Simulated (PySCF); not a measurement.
Bi(2+) (bismuth, charge +2) across methods

[Xe] 4f14 5d10 6s2 6p1, 2P determinant. Calculation: PySCF 2.14, in aug-cc-pV5Z-PP with ECP60MDF (8s8p6d4f3g2h, 139 functions); a scalar-relativistic core potential.

```csv
method,E (hartree),mean ε 6s α (eV),mean ε 6s β (eV),mean ε 6p α (eV),Σ⟨r²⟩ (bohr²),⟨S²⟩
UHF,-212.73060,-35.200,-33.037,-23.343,43.02,0.756
r2SCAN,-213.8125,-31.279,-30.369,-19.952,42.53,0.753
r2SCAN0,-213.7566,-32.561,-31.392,-20.978,42.55,0.753
PBE,-213.7442,-30.914,-30.234,-19.601,42.67,0.751
LDA,-213.4169,-31.294,-30.714,-19.730,42.69,0.750
BLYP,-213.7002,-30.769,-30.221,-19.446,42.77,0.751
MN15,-213.2928,-33.613,-32.618,-21.415,42.64,0.752
PBE0,-213.7198,-32.255,-31.231,-20.712,42.63,0.752
```

Energies and moments cover only the electrons outside the core potential. Spin-orbit coupling, absent here, splits the open shell strongly.
